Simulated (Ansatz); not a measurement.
Start from `[CH3][In]([SH])[Br]` and change one element to get `[CH3][Al]([SH])[Br]`.

Ansatz, PBE0-D4/def2-TZVP geometries, multiplicity 1. Each molecule was computed in one conformer, which needn't be the lowest.

Elements past krypton have def2 core potentials. Scalar relativity is left out up to krypton.

```json
{"property": "HOMO–LUMO gap (ωB97M-V/def2-TZVPP) / eV", "`[CH3][In]([SH])[Br]`": "10.02"}
{"property": "HOMO energy (PBE/def2-TZVPP) / eV", "`[CH3][In]([SH])[Br]`": "-6.42"}
{"property": "HOMO energy (ωB97M-V/def2-TZVPP) / eV", "`[CH3][In]([SH])[Br]`": "-9.82"}
{"property": "LUMO energy (B3LYP/def2-TZVPP) / eV", "`[CH3][In]([SH])[Br]`": "-1.64"}
{"property": "HOMO–LUMO gap (PBE0/def2-TZVPP) / eV", "`[CH3][In]([SH])[Br]`": "6.28"}
{"property": "HOMO energy (B3LYP/def2-TZVPP) / eV", "`[CH3][In]([SH])[Br]`": "-7.37"}
```

Question: What does the change do to each property? (Best estimate.)

Answer: Ansatz gave: 
```json
{"property": "HOMO–LUMO gap (ωB97M-V/def2-TZVPP) / eV", "`[CH3][Al]([SH])[Br]`": "10.88", "shift": "0.86"}
{"property": "HOMO energy (PBE/def2-TZVPP) / eV", "`[CH3][Al]([SH])[Br]`": "-6.65", "shift": "-0.23"}
{"property": "HOMO energy (ωB97M-V/def2-TZVPP) / eV", "`[CH3][Al]([SH])[Br]`": "-10.04", "shift": "-0.22"}
{"property": "LUMO energy (B3LYP/def2-TZVPP) / eV", "`[CH3][Al]([SH])[Br]`": "-1.00", "shift": "0.64"}
{"property": "HOMO–LUMO gap (PBE0/def2-TZVPP) / eV", "`[CH3][Al]([SH])[Br]`": "7.03", "shift": "0.75"}
{"property": "HOMO energy (B3LYP/def2-TZVPP) / eV", "`[CH3][Al]([SH])[Br]`": "-7.59", "shift": "-0.22"}
```

With PBE0 the HOMO falls by 0.23 eV and the LUMO rises by 0.52 eV, so the gap widens by about 0.75 eV. PBE moves the HOMO by -0.23 eV and ωB97M-V by -0.22 eV.

B3LYP here is the variant with VWN-RPA as its local correlation; programs differ in this.

Spin–orbit coupling is left out; it splits and shifts lone-pair levels of the heavy atoms by tenths of an eV.
